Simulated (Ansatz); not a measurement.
Start from `[CH2]1[CH2][GaH]1` and change one atom or group to get `C[CH]1[CH2][GaH]1`.

Ansatz, PBE0-D4/def2-TZVP geometries, multiplicity 1. 

Scalar relativity is left out up to krypton.

| property | `[CH2]1[CH2][GaH]1` |
| --- | --- |
| HOMO energy (B3LYP/def2-TZVPP) / eV | -5.39 |
| size of the dipole moment (PBE/def2-TZVPP) / D | 0.49 |
| HOMO–LUMO gap (PBE/def2-TZVPP) / eV | 2.38 |
| HOMO–LUMO gap (ωB97M-V/def2-TZVPP) / eV | 8.02 |
| size of the dipole moment (B3LYP/def2-TZVPP) / D | 0.63 |
| size of the dipole moment (ωB97M-V/def2-TZVPP) / D | 0.76 |

Q: Give the same properties after the change, and the shifts. (Estimate.)

A: The calculation gave: 
| property | `C[CH]1[CH2][GaH]1` | shift |
| --- | --- | --- |
| HOMO energy (B3LYP/def2-TZVPP) / eV | -5.26 | 0.13 |
| size of the dipole moment (PBE/def2-TZVPP) / D | 0.44 | -0.05 |
| HOMO–LUMO gap (PBE/def2-TZVPP) / eV | 2.24 | -0.14 |
| HOMO–LUMO gap (ωB97M-V/def2-TZVPP) / eV | 7.83 | -0.19 |
| size of the dipole moment (B3LYP/def2-TZVPP) / D | 0.58 | -0.05 |
| size of the dipole moment (ωB97M-V/def2-TZVPP) / D | 0.71 | -0.05 |

Dipoles are sizes alone; their direction can turn.

B3LYP here is the variant with VWN-RPA as its local correlation; programs differ in this.
